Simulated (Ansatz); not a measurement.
Isolated molecules relaxed with PBE0-D4/def2-TZVP in Ansatz; ΔE leaves out vibrations. CCSD(T)/CBS is the MP2 limit (def2-TZVPP, def2-QZVPP) plus CCSD(T) − MP2 in def2-TZVPP, frozen cores. This one scheme is used for every species. DFT in def2-TZVPP. One conformer a species, not always the lowest.

`[SiH3]OCS` → `OCS` + `[SiH2]`  (silylene loss)

| species | PBE-QIDH energy (Eh) |
| --- | --- |
| `[SiH3]OCS` | -804.13244 |
| `OCS` | -513.60587 |
| `[SiH2]` | -290.39789 |

(1) Work out ΔE.

Largest T1 diagnostic among the species: 0.014.

Results:

(1) ΔE = (-513.60587) + (-290.39789) − (-804.13244) = 0.12868 Eh = +3.50 eV. CCSD(T)/CBS gives +3.35 eV.

From PBE to PBE0 (25 % exact exchange), in def2-TZVPP and without D4, ΔE moves by +0.12 eV. Leaving LDA and LC-ωPBE aside and taking each functional with its dispersion term where it has one, the values, not all of them listed here, spread over 0.35 eV, from BLYP-D4 to r2SCAN0-D4. LDA lies +0.36 eV from PBE without D4. The D4 term adds +0.12 eV with B3LYP and +0.07 eV with PBE0; it sums over pairs of atoms, weighted by their polarisabilities, and B3LYP, whose exchange is more repulsive, gets the larger term.

B3LYP here is the variant with VWN-RPA as its local correlation; programs differ in this.
